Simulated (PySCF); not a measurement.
Compound: C3H7Ga.
SMILES with atom numbers: `[GaH2:1][CH:2]1[CH2:3][CH2:4]1`

Structure used (PBE0-D3(BJ)/def2-SVP), in Å, numbered top down from 1:
```
atom  x, y, z in Å
Ga1    1.8315    0.4427    0.1378
C2     0.1463   -0.2276   -0.5650
C3    -1.1469    0.4933   -0.2243
C4    -0.8724   -0.8327    0.3862
H5     3.1824    0.3503   -0.6619
H6     1.7910    1.0959    1.5733
H7     0.1620   -0.6829   -1.5611
H8    -1.1046    1.3799    0.4165
H9    -1.9063    0.5544   -1.0093
H10   -1.4399   -1.6958    0.0265
H11   -0.6375   -0.8749    1.4547
```

The computed photoelectron lines, unassigned: C 1s: 289.98 (area 1), 290.64 (area 2) eV.

Computed with delta-SCF UKS SCAN, pcX-2 on the ionised atom, pcseg-1 elsewhere, spin-free X2C (PySCF 2.14.0). The structure is a single PBE0-D3(BJ)/def2-SVP conformer in the gas phase; no vibrational or solvent corrections.

Q: Which carbon gives which C 1s line?

A: 289.98 eV: C2 (three-membered-ring carbon); 290.64 eV: C3/C4 (three-membered-ring carbon). Lowest listed C 1s: C2, bonded to 2 C, H and Ga. Highest, 0.66 eV above it: C3/C4, bonded to 2 C and 2 H.

Bonded neighbours of each site: C2: 2 C, H and Ga; C3/C4: 2 C and 2 H.

Q: Express the binding energy of C 1s of C2 in atomic units and per mole.

A: 289.98 eV = 10.6566 Eh = 27979 kJ/mol.

The first atom of each set that the bonding makes equivalent was ionised and stands for the set. No level of gallium is listed.
